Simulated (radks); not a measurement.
Values are calculated unless marked as measured or tabulated.
Neutral dysprosium inside a hard spherical wall (all orbitals vanish at R), configuration held at [Xe] 4f10 6s2 and not refilled when levels cross. Code: a radial shooting solver on a logarithmic mesh with Libxc functionals. Model: scalar-relativistic Kohn-Sham, r2SCAN, spin-polarised, spherical densities, finite nucleus; open shells are filled with parallel spins first (spin-orbit coupling, left out, can overturn this in heavy ions); meta-GGA in the generalised Kohn-Sham scheme; Fermi nuclear charge, rms radius 5.2218 fm. Eigenvalues in eV for spin up, with the zero of energy where the potential of the charges vanishes at infinity; a dash marks a level that is unbound or too diffuse for the functional's potential to be trusted. A positive occupied level is held by the wall or, in an anion where self-interaction has pushed it up, behind a barrier. The pressure on the wall is -dE/dV.

R (bohr)  E (hartree)  kinetic (hartree)    e(5s)    e(5p)   e(4f)   e(6s)  e(5d, empty)  e(6p, empty)  pressure (GPa)
free      -12157.5502          13114.766  -51.426  -27.000  -4.742  -3.912        -1.170        -1.065               0
20        -12157.5502          13114.766  -51.425  -27.000  -4.742  -3.912        -1.170        -1.065        < 0.0001
10        -12157.5476          13114.789  -51.254  -26.831  -4.573  -3.784        -1.011        -0.773          0.0592
8         -12157.5326          13114.884  -50.712  -26.297  -4.041  -3.315        -0.506         0.115           0.604
6         -12157.4365          13115.314  -49.025  -24.665  -2.363  -1.277         1.197         3.555            6.94
5         -12157.2514          13116.014  -47.215  -22.958  -0.498   1.916         3.269         8.535            28.0
3.5       -12155.9029          13121.050  -40.206  -16.250   7.460  20.653        12.784        34.228             423
2.5       -12149.7352          13143.152  -21.891    3.928  29.452  84.224        41.351        109.83            5330
